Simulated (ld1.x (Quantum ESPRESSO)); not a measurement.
The numbers below are computed, except where a source is named.
**Hardness and transferability of assorted potentials**

Generated with ld1.x 7.5 (TM, RRKJ, ultrasoft, PAW), atompaw 4.2 or ONCVPSP 4.0.1. The cutoff is in Ry: for ld1.x and atompaw files where the sum of valence levels is converged to 10 mRy in a Bessel basis, for ONCV files where the hardest occupied wave has 1 mHa per electron of residual kinetic energy. The error is the largest all-electron minus pseudo excitation energy over each file’s own four to seven test configurations (ionisations up to +4, promotions, holes and added fractions of an electron), all of which were solved. The labels leave out finer settings (local radius, basis sizes, second energies), which also bear on the numbers. Spin-polarised tests are not counted. The rows are a selection from randomly drawn settings: files with unsolved tests, undetermined cutoffs or missed reference levels are left out.

A true bound ghost makes a file unfit for plane-wave use even where its test errors are small: the radial tests pick states by their node count and pass the ghost by.

```tsv
element	potential	cutoff (Ry)	largest error (meV)	bound ghosts
C	RRKJ, PBE, scalar-relativistic, rc 0.95/2.05/2.00 (spd), local p, core correction yes, reference 2s2 2p2	40	+585	none
Cr	TM, PBEsol, scalar-relativistic, rc 1.70/1.05/1.40 (spd), local p, core correction yes, reference 3p6 3d6 4s0 4p0	110	-120	s
Zr	ultrasoft, PBE, scalar-relativistic, rc 3.45/3.80/3.05 (spd), local smoothed, core correction yes, reference 4d2.5 5s1.5 5p0	10	-333	none
Ag	TM, PBEsol, scalar-relativistic, rc 1.75/2.20/1.30 (spd), local s, core correction no, reference 4d9 5s2 5p0	80	-697	none
Hf	RRKJ, PW91, non-relativistic, rc 3.35/1.75/2.95 (spd), local s, core correction yes, reference 5p6 5d2 6s1.5 6p0	45	-799	none
Bi	TM, PBEsol, scalar-relativistic, rc 1.90/1.80/1.45 (spd), local smoothed, core correction yes, reference 5d10 6s2 6p3	60	+69	none
```

Task: Fill in the row for Eu: TM, BLYP, scalar-relativistic, rc 1.85/1.75/3.15 (spd), local s, core correction yes, reference 5s2 5p6 5d0 6s0 6p0.

Result: cutoff 55 Ry, largest error +1133 meV, bound ghosts: none.
